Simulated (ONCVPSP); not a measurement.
**nickel: variants of one ONCV potential**

Base potential:

```json
{"Element": "nickel (Ni)", "Generator": "ONCVPSP 4.0.1", "Type": "optimised norm-conserving Vanderbilt (ONCV)", "Functional": "BLYP", "Relativity": "fully relativistic", "Frozen core": "[Ar]", "Valence charge": "10", "Reference configuration": "3d8 4s1.5 (charge +0.5)", "Partial waves": "4s: rc 1.75 bohr, ncon 4, nbas 7, qcut 4.5 1/bohr, 3 projectors, debl 0.3 Ha; p scattering state at 0.08 Ha: rc 1.60 bohr, ncon 3, nbas 6, qcut 4.6 1/bohr, 1 projector; 3d: rc 1.60 bohr, ncon 4, nbas 9, qcut 10.3 1/bohr, 2 projectors, debl 2.9 Ha", "Local potential": "polynomial inside 1.10 bohr (lpopt 5, dvloc0 0 Ha)", "Core correction": "Teter function, fcfact 3.75, rcfact 1.7"}
```

Open shells are filled in proportion to 2j + 1.

In the s channel the program set the typed energies aside and used -0.342, 0.250, 0.550 Ha.

All-electron outer shells of the reference configuration (BLYP, scalar-relativistic, ld1.x):

```json
{"shell": "3p", "level (eV)": "-75.57", "outermost node (bohr)": "0.27", "outermost maximum (bohr)": "0.65"}
{"shell": "3d", "level (eV)": "-13.13", "outermost node (bohr)": "–", "outermost maximum (bohr)": "0.63"}
{"shell": "4s", "level (eV)": "-9.30", "outermost node (bohr)": "0.92", "outermost maximum (bohr)": "2.18"}
```

Cutoffs, loose and tight: the cutoffs (Ha) at which the residual kinetic energy of the hardest occupied pseudo-wave falls to 1 and 0.1 mHa per electron. They do not see the model core or the augmentation charge, which bear on the density cutoff. Test errors are all-electron minus pseudo excitation energies from the reference, over the configurations 3d8 4s2; 3d8 4s1; 3d8 4s0; 3d7 4s2. A dash means not determined; rows that change the core or the reference have their own tests. The largest error is taken over the tests solved by every variant that gives reliable tests at all: 3d8 4s0; 3d8 4s1; 3d8 4s2.

A true bound ghost makes a file unfit for plane-wave use even where its test errors are small: the radial tests pick states by their node count and pass the ghost by.

| change | outcome | cutoff, loose | cutoff, tight | bound ghosts | GHOST(+) flags above zero | largest test error (meV) |
| --- | --- | --- | --- | --- | --- | --- |
| base | generated, projector energies reset by the program | 41 Ha | 46 Ha | s | s, p3/2, p1/2 | -28 |
| local potential polynomial inside 1.10 bohr (lpopt 5, dvloc0 -2.5 Ha) | generated, projector energies reset by the program | 41 Ha | 46 Ha | s | s, p1/2 | -28 |
| local potential polynomial inside 1.10 bohr (lpopt 5, dvloc0 -0.5 Ha) | generated, projector energies reset by the program | 41 Ha | 46 Ha | s | s, p3/2, p1/2 | -28 |
| local potential polynomial inside 1.10 bohr (lpopt 5, dvloc0 0.5 Ha) | generated, projector energies reset by the program | 41 Ha | 46 Ha | s | s | -28 |
| local potential polynomial inside 1.10 bohr (lpopt 5, dvloc0 2 Ha) | generated, projector energies reset by the program | 41 Ha | 46 Ha | s | s, p1/2 | -28 |
| local potential polynomial inside 1.10 bohr (lpopt 5, dvloc0 4 Ha) | generated, projector energies reset by the program | 41 Ha | 46 Ha | s | none | -28 |
| local potential polynomial inside 1.10 bohr (lpopt 5, dvloc0 4.5 Ha) | generated, projector energies reset by the program | 41 Ha | 46 Ha | s | none | -28 |
| local potential polynomial inside 1.10 bohr (lpopt 5, dvloc0 6 Ha) | generated, projector energies reset by the program | 41 Ha | 46 Ha | s | none | -28 |
| local potential polynomial inside 1.10 bohr (lpopt 5, dvloc0 9 Ha) | generated, projector energies reset by the program | 41 Ha | 46 Ha | s | s | -28 |

(1) What comes out with this change to the base: local potential polynomial inside 1.10 bohr (lpopt 5, dvloc0 8 Ha)?

Results:

(1) outcome: failed: oncvpsp_r: lschvkbb convergence ERROR, n= 1 l= 0. Cause: the bound-state solver with the separable projectors failed.

Reading the sweep of the dvloc0 (base included, trends over the rows without a ghost): Bound ghosts are found at -2.5, -0.5, 0, 0.5, 2, 4, 4.5, 6, 9 Ha. Every judged row has one, so this setting neither creates nor removes them. The generation fails at 8 Ha.
